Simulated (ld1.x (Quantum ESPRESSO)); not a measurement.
**u(r) = r·R(r): atom against pseudo-atom (Al (Z = 13))**

Columns: radius, all-electron u(r) and pseudo u(r) of the 3p shell (level -2.88 eV) of aluminium in the configuration [Ne] 3s1.5 3p1.5; BLYP, scalar-relativistic, TM semilocal scheme, ld1.x (Quantum ESPRESSO) 7.5.

```tsv
r (bohr)	all-electron	pseudo
0.140	0.1183	-0.0048
0.280	0.2123	-0.0191
0.420	0.2155	-0.0424
0.560	0.1598	-0.0739
0.700	0.0761	-0.1123
0.840	-0.0170	-0.1564
0.980	-0.1090	-0.2045
1.120	-0.1947	-0.2549
1.260	-0.2713	-0.3057
1.400	-0.3379	-0.3551
1.540	-0.3943	-0.4013
1.680	-0.4412	-0.4428
1.820	-0.4792	-0.4786
1.960	-0.5089	-0.5078
2.100	-0.5310	-0.5301
2.240	-0.5464	-0.5459
2.380	-0.5558	-0.5556
2.520	-0.5600	-0.5599
2.660	-0.5597	-0.5597
2.800	-0.5558	-0.5558
2.940	-0.5488	-0.5488
3.080	-0.5393	-0.5393
3.220	-0.5278	-0.5278
3.360	-0.5146	-0.5146
3.500	-0.5002	-0.5002
3.640	-0.4848	-0.4848
```

(1) How many radial nodes do the two functions have?

(2) At about which radius was the pseudo-wave matched?

(3) Is the pseudo-wave norm-conserving?

Answers

(1) The all-electron 3p function has n − l − 1 = 1; the pseudo-wave has 0, since the states of the same l below it are removed with the core.

(2) 2.80 bohr. The columns agree to 0.0005 from 2.24 bohr on; several derivatives are matched, so the curves merge somewhat inside the radius.

(3) Yes: the TM semilocal scheme keeps the norm inside the radius equal to the all-electron one, which fixes the energy derivative of the logarithmic derivative at the level.
